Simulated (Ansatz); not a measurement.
C3H9AlO, relaxed with RKS PBE0-D4/def2-TZVP in Ansatz 0.2.0 from a PBE-D4/def2-SVP geometry. The force threshold is 0.005 eV/Å; the program also tests the step.

The species carries charge 0 and has multiplicity 1. The bonds changed during the relaxation, so this is another structure than the one it started from.

Start:

```xyz
14

C    -0.029   -0.432    1.782
C     0.031    0.358    0.488
O     1.224   -0.120   -0.309
C    -1.104    0.178   -0.513
Al    0.198   -0.021   -2.047
H    -0.892   -0.085    2.385
H     0.888   -0.308    2.397
H    -0.168   -1.511    1.570
H     0.211    1.436    0.693
H     2.069    0.272   -0.017
H    -1.704   -0.729   -0.294
H    -1.781    1.052   -0.542
H     0.699    1.331   -2.769
H     0.358   -1.419   -2.824
```

```tsv
step	energy (eV)	largest force (eV/Å)	largest move (Å)
1	-11894.9853	0.717	0.000
2	-11895.0322	0.185	0.025
3	-11895.0381	0.091	0.020
4	-11895.0387	0.020	0.009
5	-11895.0390	0.028	0.012
6	-11895.0391	0.014	0.010
7	-11895.0391	0.008	0.006
8	-11895.0392	0.004	0.002
```

End:

```xyz
14

C    -0.032   -0.427    1.768
C     0.032    0.352    0.481
O     1.211   -0.135   -0.308
C    -1.101    0.170   -0.505
Al    0.201   -0.026   -2.011
H    -0.883   -0.076    2.356
H     0.873   -0.307    2.370
H    -0.175   -1.489    1.558
H     0.218    1.412    0.673
H     2.035    0.297   -0.065
H    -1.688   -0.723   -0.280
H    -1.766    1.032   -0.528
H     0.718    1.320   -2.705
H     0.357   -1.399   -2.804
```

Run time 34 s (4 threads of an Arm Neoverse V1 on a shared host); peak host memory 0.6 GiB.
